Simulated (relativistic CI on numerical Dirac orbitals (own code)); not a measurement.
# Transition arrays of Br12+

Method of calculation: Dirac-Coulomb-Breit CI, orbitals from a KLI potential per configuration, QED by a radiative potential, valence Slater integrals scaled by 0.9, whole transition arrays (own radial code, finite nucleus).

Configuration list (outside the closed core [Ne] 3s2): 3p⁶3d⁵, 3p⁶3d⁴4f, 3p⁵3d⁶, 3p⁶3d⁴4p, 3p⁶3d⁴5f. Levels of other configurations are missing.

All E1 lines from the levels of 3p⁶3d⁵; mean and standard deviation are weighted by gf, and upper levels are sorted by their leading configuration.

```
Upper configuration  Lines    Σgf  Mean (eV)  Mean (nm)  σ (eV)  Strongest line (nm)
           3p⁶3d⁴4f   5470  664.7     241.40      5.136    3.89                5.096
             3p⁵3d⁶   3245  330.0     123.99     10.000    9.02                9.102
           3p⁶3d⁴4p   3245   59.3     172.14      7.203    3.81                7.096
           3p⁶3d⁴5f   5470  334.1     293.96      4.218    4.31                4.189
```

Σgf per state of the lower configuration in bins of 0.2 nm over the central range (centre: value): 4.1: 0.58, 4.3: 0.73, 4.9: 0.07, 5.1: 2.09, 5.3: 0.47, 7.1: 0.11, 7.3: 0.08, 7.5: 0.02, 9.1: 0.10, 9.3: 0.22, 9.5: 0.15, 9.7: 0.09, 9.9: 0.14, 10.1: 0.09, 10.3: 0.12, 10.5: 0.06, 10.7: 0.09, 10.9: 0.07.

Q: How do configuration mixing and the scaling of the Slater integrals move the arrays?

A: Slater scale 0.9, no configuration mixing: 3p⁶3d⁴4f 241.4 ± 3.9 eV (Σgf 655.2), 3p⁵3d⁶ 124.4 ± 9.1 eV (Σgf 365.9), 3p⁶3d⁴4p 172.3 ± 3.7 eV (Σgf 68.6), 3p⁶3d⁴5f 293.8 ± 4.3 eV (Σgf 246.6); Slater scale 1: 3p⁶3d⁴4f 241.8 ± 4.3 eV (Σgf 671.6), 3p⁵3d⁶ 125.3 ± 9.9 eV (Σgf 329.1), 3p⁶3d⁴4p 172.2 ± 4.2 eV (Σgf 58.2), 3p⁶3d⁴5f 294.2 ± 4.8 eV (Σgf 338.9); Slater scale 0.8: 3p⁶3d⁴4f 241.0 ± 3.5 eV (Σgf 657.8), 3p⁵3d⁶ 122.7 ± 8.2 eV (Σgf 330.8), 3p⁶3d⁴4p 172.1 ± 3.4 eV (Σgf 60.3), 3p⁶3d⁴5f 293.8 ± 3.8 eV (Σgf 329.5). With mixing, levels are counted to their leading configuration, so an array can shrink or vanish into another, and the sums then hold other lines.
